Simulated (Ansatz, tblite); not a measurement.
Spin states of Ge3Te2 (the lowest singlet isomer of a short search), each relaxed with PBE-D4/def2-SVP in Ansatz. Electronic energies in the gas phase.

In the def2 sets Te takes a core potential; there is no spin–orbit coupling. The xTB rows come from tblite. LC-ωPBE has ω = 0.4 bohr⁻¹. Correlated methods freeze 35 core orbitals; core or outer-core shells of Ge, Te are correlated, in sets that lack core-valence functions. The structure comes from a short search, and lower isomers may exist.

Singlet geometry (C2v within 0.1 Å):

```csv
atom,x (Å),y (Å),z (Å)
Ge1,0.288,-1.924,0.250
Ge2,0.165,1.950,0.136
Ge3,-1.223,-0.069,-1.043
Te4,-0.841,0.025,1.766
Te5,1.611,0.019,-1.110
```

Triplet geometry (D3h within 0.1 Å):

```xyz
5

Ge    0.965    0.641    1.334
Ge   -1.522   -0.835    0.328
Ge    0.558    0.195   -1.664
Te    1.041   -1.845    0.133
Te   -1.041    1.844   -0.132
```

Quintet geometry:

```xyz
5

Ge   -0.1814   -1.3644   -0.8193
Ge    0.4590    1.1518    1.6812
Ge   -1.5012    0.8387    0.0501
Te    1.2254   -1.4481    1.3560
Te   -0.0018    0.8221   -2.2679
```

⟨S²⟩: triplet 2.02 at PBE0-D4/def2-TZVP (pure 2.00), quintet 6.02 at PBE0-D4/def2-TZVP (pure 6.00).

Only these spin states were relaxed. The triplet has other bonds than the singlet, so the gap mixes isomer and spin. The quintet has other bonds than the singlet, so the gap mixes isomer and spin.

```tsv
level	triplet − singlet (kJ/mol)	quintet − singlet (kJ/mol)	lowest of these	remarks
GFN1-xTB	189.2	278.2	singlet	–
GFN2-xTB	153.9	347.9	singlet	–
HF/def2-TZVP	108.3	167.4	singlet	spin-contaminated (⟨S²⟩ 6.12) (quintet)
PBE-D4/def2-TZVP	114.7	283.7	singlet	–
r2SCAN-D4/def2-TZVP	115.8	264.3	singlet	–
PBE0-D4/def2-TZVP	120.5	279.9	singlet	–
LC-ωPBE/def2-TZVP	133.1	270.8	singlet	–
MP2/def2-TZVP	156.1	350.2	singlet	spin-contaminated (⟨S²⟩ 6.12) (quintet)
```

Change of the quintet − singlet gap on mixing in exact exchange, in kJ/mol: PBE to PBE0 (25 % exact exchange) -3.8.

The xTB methods have no spin-polarisation term.
